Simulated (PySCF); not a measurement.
## Successive V–H bond energies

All numbers come from PySCF, PBE0, basis V def2-TZVP, H def2-TZVP (no relativity, density fitting).

Each entry is the lowest minimum that a search over a few typed start shapes (and spin states, where more than one is plausible) found, or that minimum re-optimised at the stated level; isomers with ligand–ligand bonds, or fragments after loss of a ligand pair, can lie lower.

Total energies (Eh), which compare only within these settings: H atom -0.50106.

| species | 2S+1 | group | E (Eh) | ZPE (kJ/mol) |
| --- | --- | --- | --- | --- |
| VH₂ | 4 | D∞h | -944.86506 | 22.5 |
| VH₃ | 3 | D3h | -945.46413 | 39.8 |
| VH₄ | 2 | D2d | -946.02611 | 57.5 |

(1) What are De and D0 for VH₃ → VH₂ + H?

(2) What are De and D0 for VH₄ → VH₃ + H?

Results:

(1) De = [(-944.86506) + (-0.50106) − (-945.46413)] × 2625.5 = 257 kJ/mol. The zero-point energy changes by -17.3 kJ/mol, so D0 = 240 kJ/mol.

(2) De = [(-945.46413) + (-0.50106) − (-946.02611)] × 2625.5 = 160 kJ/mol. The zero-point energy changes by -17.7 kJ/mol, so D0 = 142 kJ/mol.

Atoms and open shells are unrestricted, without spin–orbit or basis-set superposition corrections.

One determinant describes each species, so states of open d or f shells may be missed.
